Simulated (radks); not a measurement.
The mean radii <r> (bohr) of the occupied orbitals of an atom or ion are listed with their occupations. Calculated with a radial shooting solver on a logarithmic mesh with Libxc functionals: non-relativistic Kohn-Sham, LB94 model potential, spin-polarised, spherical densities, point nucleus.

| orbital | occ. | <r> |
|---|---|---|
| 1s down | 1 | 0.02759 |
| 1s up | 1 | 0.02759 |
| 2s up | 1 | 0.1168 |
| 2s down | 1 | 0.1169 |
| 2p up | 3 | 0.09923 |
| 2p down | 3 | 0.09936 |
| 3s up | 1 | 0.2814 |
| 3s down | 1 | 0.2810 |
| 3p up | 3 | 0.2674 |

Name the element and its charge. Open shells, if any, are filled with parallel spins first.

Answer. Z = 55, caesium, charge +40: Cs40+ in [Ne] 3s2 3p3. The 1s radius gives Z: for a bare nucleus <r> = 1.5/Z, 0.02727 bohr for Z = 55, and screening makes it slightly larger (0.02759 here). The occupations add up to 15, and the charge is Z minus that.
